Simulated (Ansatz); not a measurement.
BrH₅O₂Si₂ (`O[Si](O)([SiH3])Br`), relaxed with RKS PBE-D4/def2-SVP in the Gaussian-basis code of Ansatz from a rough embedded geometry. The force threshold is 0.03 eV/Å; the program also tests the step.

The species carries charge 0 and has multiplicity 1.

Start:

```xyz
10

O    -0.875   -0.055    1.811
Si   -0.614   -0.219    0.211
O    -1.639    0.810   -0.581
Si    1.636    0.221   -0.314
Br   -1.238   -2.241   -0.443
H    -1.880    0.063    2.058
H    -1.795    0.660   -1.511
H     1.820    0.090   -1.779
H     2.514   -0.842    0.403
H     2.071    1.514    0.144
```

How much energy does the relaxation release, and in how many steps? (Best estimate.)

The calculation gave: 24.88 kJ/mol, in 6 steps.

Which bonds change most? (An estimate is asked.)

Computed: O1–H6 from 1.041 to 0.975 Å; Si4–H10 from 1.440 to 1.504 Å; Si2–Br5 from 2.214 to 2.272 Å; Si4–H9 from 1.554 to 1.503 Å.

Give the relaxed structure. (Estimate.)

Computed: 
```xyz
10

O    -0.863    0.021    1.809
Si   -0.631   -0.162    0.173
O    -1.670    0.889   -0.612
Si    1.643    0.169   -0.270
Br   -1.142   -2.261   -0.531
H    -1.792    0.014    2.106
H    -1.935    0.629   -1.511
H     1.842    0.024   -1.755
H     2.465   -0.869    0.441
H     2.083    1.545    0.151
```
